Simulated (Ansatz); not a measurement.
Basis-set extrapolation for C2H7FSi2, SMILES `FC1([SiH3])C[SiH2]1` (PBE0-D4/def2-TZVP geometry, frozen core, the Gaussian-basis code of Ansatz). Multiplicity 1, RHF reference.

```csv
,def2-TZVPP,def2-QZVPP
HF,-757.139582,-757.165552
MP2 correlation,-0.832662,-0.896556
CCSD(T) correlation,-0.918860,not run
```

Energies in hartree. Use E(X) = E(∞) + A·exp(−7.88·√X) for Hartree–Fock and E(X) = E(∞) + B·X^(−2.97) for correlation, with X = 3 and 4, and add CCSD(T) minus MP2 of the smaller set to the MP2 limit.

Task: What is the CCSD(T) energy at the basis-set limit?

Result: HF limit: -757.165552 + (-0.025970) × 0.13774 = -757.16913. MP2 limit: -0.896556 + (-0.063894) × 0.74074 = -0.94388. Higher-order term: -0.918860 − (-0.832662) = -0.08620. Total: -758.19921 hartree, 88.3 kcal/mol below CCSD(T)/def2-TZVPP.
